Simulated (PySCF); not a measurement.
PhCH2CHFCH3, C9H11F.
Structure used (PBE0-D3(BJ)/def2-SVP), in Å, numbered top down from 1:
```
atom  x, y, z in Å
C1    -2.549   -0.408    0.880
C2    -2.245    0.643   -0.159
F3    -3.422    0.986   -0.804
C4    -1.246    0.204   -1.224
C5     0.128   -0.054   -0.671
C6     0.582   -1.358   -0.442
C7     1.840   -1.591    0.110
C8     2.666   -0.521    0.446
C9     2.227    0.784    0.222
C10    0.970    1.012   -0.332
H11   -3.294   -0.031    1.596
H12   -2.954   -1.312    0.401
H13   -1.639   -0.681    1.433
H14   -1.868    1.559    0.333
H15   -1.210    0.999   -1.986
H16   -1.642   -0.699   -1.716
H17   -0.061   -2.203   -0.706
H18    2.178   -2.617    0.276
H19    3.654   -0.702    0.878
H20    2.871    1.629    0.477
H21    0.637    2.038   -0.513
```

All values: PBE0/pcSseg-1 (PySCF, non-relativistic), on one gas-phase PBE0-D3(BJ)/def2-SVP geometry that isn't relaxed in the solvent. The solvent is an IEF-PCM continuum (van der Waals radii × 1.2). Specific hydrogen bonds and non-electrostatic terms are outside this model.

| run | E − E(gas) (kJ/mol) | HOMO (eV) | HOMO–LUMO gap (eV) | dipole (D) |
| --- | --- | --- | --- | --- |
| gas | 0.00 | -7.23 | 6.82 | 1.81 |
| P | -8.82 | -7.18 | 6.82 | 1.93 |
| Q | -14.13 | -7.17 | 6.83 | 1.98 |

Task: The runs were made in benzene and chloroform. Which run belongs to which solvent?

Result: P = benzene, Q = chloroform. The dielectric constants are 2.271 (benzene), 4.711 (chloroform), and the energy falls further as ε rises. In this model the ground state sees the solvent through ε alone.

Task: How constant is the ratio of the lowering to (ε − 1)/(2ε + 1)?

Result: 
| solvent | (ε − 1)/(2ε + 1) | E − E(gas) (kJ/mol) | ratio (kJ/mol) | polarisation term (kJ/mol) |
| --- | --- | --- | --- | --- |
| benzene | 0.229 | -8.82 | -38.5 | -9.21 |
| chloroform | 0.356 | -14.13 | -39.7 | -15.15 |

The ratio changes by +3.2 % in size from benzene to chloroform. The polarisation term is half the interaction of the solute with the induced surface charges.

The run took about 60 s of CPU time (one thread, shared machine). This is the whole shielding run at PBE0/pcSseg-1 in chloroform, SCF included.
